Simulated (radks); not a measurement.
Results of a calculation; reference values are marked as such.
Excited configurations of Pd XXVI: one electron is placed in a higher orbital outside [Ar] 3d2. The ground configuration is [Ar] 3d3. Code: a radial shooting solver on a logarithmic mesh with Libxc functionals. Model: scalar-relativistic Kohn-Sham, LDA (Slater exchange, Perdew-Wang correlation), spin-polarised, spherical densities, point nucleus; open shells are filled with parallel spins first (spin-orbit coupling, left out, can overturn this in heavy ions). Excitation = E - E(ground); binding = E(ion) - E, where the ion is the core of charge +26; n* = 26/sqrt(2 binding) in atomic units.

outer orbital  excitation (eV)  binding (eV)  eigenvalue (eV)  <r> (bohr)
4p                      561.66        728.93          -714.74      0.6997
4d                      624.62        665.97          -651.29      0.6888
5s                      826.29        464.29          -456.46       1.150
5d                      877.87        412.71          -404.97       1.179
6p                      993.06        297.52          -292.62       1.754
6d                      1009.5        281.06          -276.19       1.781
7s                      1069.4        221.16          -217.68       2.407
7f                      1095.3        195.28          -191.86       2.490

The Delta-SCF ionisation energy is 1290.6 eV (NIST Atomic Spectra Database: 1290 eV, theoretical). Self-interaction in the functional shifts the binding energies and quantum defects, so they are the method's values and not measured ones. Open shells are spherical and high-spin; term and fine-structure splittings are not resolved.
